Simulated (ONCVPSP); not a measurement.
terbium (Tb), ONCV: configuration errors across variants

```json
{"Element": "Tb", "Generator": "ONCVPSP 4.0.1", "Type": "optimised norm-conserving Vanderbilt (ONCV)", "Functional": "LDA (Perdew-Zunger)", "Relativity": "non-relativistic", "Frozen core": "[Kr] 4d10 4f8", "Valence charge": "11", "Reference configuration": "5s2 5p6 5d1 6s2", "Partial waves": "5s+6s: rc 2.00 bohr, ncon 4, nbas 7, qcut 5 1/bohr, 3 projectors, debl 3.4 Ha; 5p: rc 2.55 bohr, ncon 5, nbas 9, qcut 4.3 1/bohr, 1 projector; 5d: rc 3.25 bohr, ncon 5, nbas 10, qcut 3.8 1/bohr, 1 projector", "Local potential": "polynomial inside 1.95 bohr (lpopt 5, dvloc0 0 Ha)", "Core correction": "Teter function, fcfact 2.5, rcfact 1.1"}
```

All-electron excitation energies from the reference (eV): (1) 5s2 5p6 5d1 6s1 6.427; (2) 5s2 5p6 5d1 6s0 18.103; (3) 5s2 5p6 5d0 6s0 38.770; (4) 5s2 5p6 5d1.5 6s1.5 0.376.

Errors AE − PS in meV (a dash: test not solved or not reliable):

| change | (1) | (2) | (3) | (4) | bound ghosts | GHOST(+) flags above zero |
| --- | --- | --- | --- | --- | --- | --- |
| base | +0.5 | +4.0 | +39 | +2.7 | none | s, d |
| all radii but the core radius scaled by about 0.82 (s 1.64, p 2.08, d 2.66 bohr); local potential polynomial inside 1.60 bohr (lpopt 5, dvloc0 0 Ha) | +0.9 | +7.6 | +3.0 | +0.3 | none | s |
| all radii but the core radius scaled by about 0.92 (s 1.82, p 2.34, d 2.98 bohr); local potential polynomial inside 1.78 bohr (lpopt 5, dvloc0 0 Ha) | +0.7 | +6.2 | +19 | +1.4 | none | s |
| all radii but the core radius scaled by about 1.10 (s 2.20, p 2.80, d 3.56 bohr); local potential polynomial inside 2.14 bohr (lpopt 5, dvloc0 0 Ha) | 0.0 | +0.3 | +62 | +4.7 | none | s |
| all radii but the core radius scaled by about 1.20 (s 2.40, p 3.06, d 3.92 bohr); local potential polynomial inside 2.34 bohr (lpopt 5, dvloc0 0 Ha) | -0.8 | -5.3 | +118 | +7.3 | none | none |

Problem. Give the same row for: all radii but the core radius scaled by about 1.31 (s 2.62, p 3.32, d 4.24 bohr); local potential polynomial inside 2.54 bohr (lpopt 5, dvloc0 0 Ha).

Solution. -1.8, -13, +163, +10.0; bound ghosts: none; GHOST(+) flags above zero: none.
